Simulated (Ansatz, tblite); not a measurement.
Removing and adding an electron: Cd₇S₆Cl₂, a halide-capped nanocrystal cut from wurtzite CdS (2 Cl on the cations). The state is a singlet with charge 0. Geometry: r2SCAN-D4/def2-SVP. Ansatz, gas phase; energy differences of separate SCF runs; the oxidised species was run as a doublet alone; the reduced species was run as a doublet alone.

```csv
atom,x (Å),y (Å),z (Å)
S1,-4.6724,-1.6512,-0.8051
Cd2,-3.6453,-0.7022,1.1249
S3,-1.0923,-0.3846,0.4945
Cd4,-0.8283,0.8568,2.6671
S5,0.9215,2.1501,3.5968
Cd6,-2.6388,-1.0942,-1.8798
S7,-0.9175,-0.1846,-3.3682
Cd8,0.0114,1.0077,-1.2362
S9,2.2108,1.9905,-0.8942
Cd10,2.1978,1.7447,1.6205
Cd11,1.0680,-1.4858,-2.9658
S12,3.1507,-2.2573,-2.2857
Cd13,3.3314,-0.3086,-0.8684
Cl14,-3.2819,0.2680,3.3444
Cl15,4.1850,0.0507,1.4552
```

In the def2 sets Cd takes a core potential; there is no spin–orbit coupling. The xTB rows come from tblite. Single mean-field runs in def2-TZVP are fitted with def2-universal-jkfit.

| level | −HOMO (eV) | vertical IE (eV) | −LUMO (eV) | vertical EA (eV) | HOMO–LUMO gap (eV) | IE − EA (eV) |
| --- | --- | --- | --- | --- | --- | --- |
| GFN2-xTB | 10.86 | 12.75 | 8.82 | 7.12 | 2.03 | 5.63 |
| PBE-D4/def2-TZVP | 5.69 | – | 3.58 | 2.06 | 2.11 | – |
| PBE0-D4/def2-TZVP | 6.78 | 8.15 | 2.87 | 1.83 | 3.91 | 6.32 |

Task: Estimate the rows for GFN1-xTB, CAM-B3LYP-D4/def2-TZVP.

Result: 
```tsv
level	−HOMO (eV)	vertical IE (eV)	−LUMO (eV)	vertical EA (eV)	HOMO–LUMO gap (eV)	IE − EA (eV)
GFN1-xTB	9.75	11.41	7.10	5.60	2.64	5.81
CAM-B3LYP-D4/def2-TZVP	8.01	8.27	2.04	1.69	5.97	6.58
```

Run but left out: PBE-D4/def2-TZVP (charge +1 doublet: an occupied level 0.00 eV above an empty one).   Raw xTB energy differences between charge states are shifted by several eV; the methods need an empirical correction for them. Sets without diffuse functions give affinities that are too small.
